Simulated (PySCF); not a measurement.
OPb (SMILES [O]=[Pb]), singlet, at a GFN2-xTB geometry (such geometries of metal compounds can be far from the true shape) (core potentials on Pb); HF/def2-SVP in PySCF.

Input for PySCF:
```python
from pyscf import gto, scf

mol = gto.Mole()
mol.atom = '''
    Pb   -0.00000000   -0.00000000   -0.17063348
    O     0.00000000    0.00000000    1.74899315
'''
mol.basis = 'def2-svp'
mol.ecp = {'Pb': 'def2-svp'}
mol.verbose = 4
mol.build()

mf = scf.RHF(mol)
mf.kernel()
mf.analyze()
```

What the program printed (banner, timings and long lists left out):

```
PySCF version 2.14.0

[INPUT] verbose = 4
[INPUT] num. atoms = 2
[INPUT] num. electrons = 30
[INPUT] charge = 0
[INPUT] spin (= nelec alpha-beta = 2S) = 0
[INPUT] symmetry False subgroup None
[INPUT] Mole.unit = angstrom
[INPUT] Symbol           X                Y                Z      unit          X                Y                Z       unit  Magmom
[INPUT]  1 Pb     0.000000000000   0.000000000000  -0.170633480000 AA    0.000000000000   0.000000000000  -0.322450544881 Bohr   0.0
[INPUT]  2 O      0.000000000000   0.000000000000   1.748993150000 AA    0.000000000000   0.000000000000   3.305118047240 Bohr   0.0

nuclear repulsion = 48.5173458559074
number of shells = 16
number of NR pGTOs = 85
number of NR cGTOs = 40
basis = def2-svp
ecp = {'Pb': 'def2-svp'}

******** <class 'pyscf.scf.hf.RHF'> ********
method = RHF
initial guess = minao
damping factor = 0
level_shift factor = 0
DIIS = <class 'pyscf.scf.diis.CDIIS'>
diis_start_cycle = 1
diis_space = 8
diis_damp = 0
SCF conv_tol = 1e-09
SCF conv_tol_grad = None
SCF max_cycles = 50
direct_scf = True
direct_scf_tol = 1e-13
Set gradient conv threshold to 3.16228e-05
Initial guess from minao.
init E= -242.002046821799
  HOMO = -0.853770584382131  LUMO = -0.5631611685771  gap/eV = 7.90788
cycle= 1 E= -266.267788319152  delta_E= -24.3  |g|= 1.18  |ddm|= 12.8
  HOMO = -0.178798890357209  LUMO = 0.0803749460529053  gap/eV = 7.05248
cycle= 2 E= -266.405380632497  delta_E= -0.138  |g|= 0.858  |ddm|=  2.7
  HOMO = -0.383117758631254  LUMO = 0.0272968895363476  gap/eV = 11.16795
cycle= 3 E= -266.527922707741  delta_E= -0.123  |g|= 0.425  |ddm|= 0.854
  HOMO = -0.362500333104955  LUMO = 0.0176739771747553  gap/eV = 10.34507
cycle= 4 E= -266.566613765043  delta_E= -0.0387  |g|= 0.0208  |ddm|= 0.32
  HOMO = -0.362909196500217  LUMO = 0.0209601258648779  gap/eV = 10.44562
cycle= 5 E= -266.566849945504  delta_E= -0.000236  |g|= 0.00602  |ddm|= 0.0679
  HOMO = -0.363589579209385  LUMO = 0.0208579959137119  gap/eV = 10.46135
cycle= 6 E= -266.566881015476  delta_E= -3.11e-05  |g|= 0.00172  |ddm|= 0.0244
  HOMO = -0.363235841389915  LUMO = 0.0207911452138418  gap/eV = 10.44991
cycle= 7 E= -266.566884100505  delta_E= -3.09e-06  |g|= 0.000964  |ddm|= 0.00531
  HOMO = -0.362791493914695  LUMO = 0.0207645974265945  gap/eV = 10.43709
cycle= 8 E= -266.566885482222  delta_E= -1.38e-06  |g|= 0.000249  |ddm|= 0.00456
  HOMO = -0.362675794522115  LUMO = 0.0207754857308769  gap/eV = 10.43424
cycle= 9 E= -266.566885579914  delta_E= -9.77e-08  |g|= 2.77e-05  |ddm|= 0.00131
  HOMO = -0.362663119758925  LUMO = 0.0207730630613588  gap/eV = 10.43383
cycle= 10 E= -266.566885580814  delta_E= -9.01e-10  |g|= 5.47e-06  |ddm|= 0.000137
  HOMO = -0.362661351093078  LUMO = 0.0207732546560289  gap/eV = 10.43379
Extra cycle  E= -266.566885580813  delta_E= 1.59e-12  |g|= 6.62e-06  |ddm|= 8.87e-06
converged SCF energy = -266.566885580813
**** SCF Summaries ****
Total Energy =                        -266.566885580812652
Nuclear Repulsion Energy =              48.517345855907408
One-electron Energy =                 -536.825821470486972
Two-electron Energy =                  221.741590033766869
Two-electron Coulomb Energy =          244.959757070144008
DFT Exchange-Correlation Energy =      -23.218167036377139
HOMO-LUMO gap [eV] =                    10.433787070465463
**** MO energy ****
MO #1   energy= -20.4803860905704  occ= 2
MO #2   energy= -6.19856430252671  occ= 2
MO #3   energy= -3.88622982136811  occ= 2
MO #4   energy= -3.8862298213681   occ= 2
MO #5   energy= -3.87432786878732  occ= 2
MO #6   energy= -1.19157764094464  occ= 2
MO #7   energy= -1.10987832312926  occ= 2
MO #8   energy= -1.10987832312925  occ= 2
MO #9   energy= -1.09871459549869  occ= 2
MO #10  energy= -1.09871459549869  occ= 2
MO #11  energy= -1.03415787951895  occ= 2
MO #12  energy= -0.58963169457417  occ= 2
MO #13  energy= -0.375176044870335 occ= 2
MO #14  energy= -0.375176044870328 occ= 2
MO #15  energy= -0.362661351093078 occ= 2
MO #16  energy= 0.0207732546560289 occ= 0
MO #17  energy= 0.0207732546560521 occ= 0
MO #18  energy= 0.132703911346354  occ= 0
MO #19  energy= 0.292370899212003  occ= 0
MO #20  energy= 0.346469051053922  occ= 0
MO #21  energy= 0.346469051053936  occ= 0
MO #22  energy= 0.449273846431074  occ= 0
MO #23  energy= 0.455292910056858  occ= 0
Dipole moment(X, Y, Z, Debye):  0.00000, -0.00000, -5.62229
```
